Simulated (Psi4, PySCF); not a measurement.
Approach curve of the dimer HF ··· F- (SMILES F and [F-]) (charge -1). Monomers: optimised at B3LYP-D3(BJ) (def2-TZVP), held rigid. Orientation: lowest of the rigid-body minima from ten starts at GFN2-xTB. The monomers approach along the line of their centres of mass (distance R); nothing else relaxes. The table gives interaction energies.

```csv
R / Å,A,B,C
2.05,-31.30,-49.20,-27.53
2.22,-37.29,-54.76,-34.68
2.43,-36.38,-53.16,-34.71
2.63,-32.61,-48.31,-31.58
2.90,-26.85,-40.32,-26.37
3.21,-21.16,-31.19,-20.99
3.68,-15.03,-19.51,-15.01
4.46,-9.26,-9.68,-9.27
5.42,-5.76,-5.88,-5.75
6.75,-3.46,-3.58,-3.43
```

Energies in kcal/mol.

Problem. Which curve belongs to which method? The methods are BLYP/def2-TZVPD, counterpoise-corrected (Psi4 1.11); restricted MP2 (frozen core)/6-31G*, spherical d, no counterpoise correction (PySCF); wB97X-D/def2-TZVPD, counterpoise-corrected in Psi4 1.11.

Solution. A is wB97X-D/def2-TZVPD; B is RMP2/6-31G*; C is BLYP/def2-TZVPD.
